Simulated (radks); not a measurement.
Problem. Ge X, configuration [Ne] 3s1 3p6 3d5 4p1 (not the ground configuration). Method: Dirac Kohn-Sham, HCTH/407, spin-unpolarised, spherical densities, finite nucleus; open shells fill j = l - 1/2 first; Fermi nuclear charge, rms radius 4.0742 fm; computed with a radial shooting solver on a logarithmic mesh with Libxc functionals.

Spin-orbit splittings of the eigenvalues, e(l+1/2) - e(l-1/2), with zeta = 2 splitting/(2l+1) and mean radii in bohr:

| shell | occ. | splitting (eV) | zeta (eV) | <r> j=l-1/2 | <r> j=l+1/2 |
|---|---|---|---|---|---|
| 2p | 6 | 31.94 | 21.30 | 0.1808 | 0.1844 |
| 3p | 6 | ? | ? | 0.5838 | 0.5914 |
| 3d | 5 | 0.8887 | 0.3555 | 0.5712 | 0.5735 |
| 4p | 1 | 1.180 | 0.7865 | 1.394 | 1.407 |

Estimate the 3p splitting.

Solution. 5.184 eV (zeta = 3.456 eV).
